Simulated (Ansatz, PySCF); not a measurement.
Dimer: N2 (SMILES N#N) (first 2 atoms) with C2H6 (SMILES CC); geometry from B3LYP-D3(BJ)/def2-TZVP.
(charge 0, multiplicity 1):
```xyz
10

N     -0.477    -0.126    -0.248
N      0.607    -0.233    -0.308
C     -0.672     0.427     3.449
C      0.640    -0.336     3.289
H     -1.165     0.579     2.487
H     -0.507     1.410     3.894
H     -1.369    -0.114     4.093
H      0.476    -1.319     2.843
H      1.129    -0.490     4.253
H      1.339     0.203     2.648
```

Monomers are frozen at their geometry in the pair; levels with a basis set take the counterpoise correction. Rows marked so take none.

Rows in STO-3G carry no dispersion term and start afresh at each structure.

The values were computed with Ansatz (a program for electronic structure); PySCF for STO-3G rows, the dispersion terms. 

**Question.** One of these levels gives 30.2 meV for the interaction energy. Which one is it?
(A) PBE-D4/def2-TZVPPD
(B) HF/STO-3G (no counterpoise)
(C) revPBE/def2-TZVPPD

**Answer.** C, revPBE/def2-TZVPPD. The others give 4.9 (HF/STO-3G (no counterpoise)), -28.8 (PBE-D4/def2-TZVPPD)
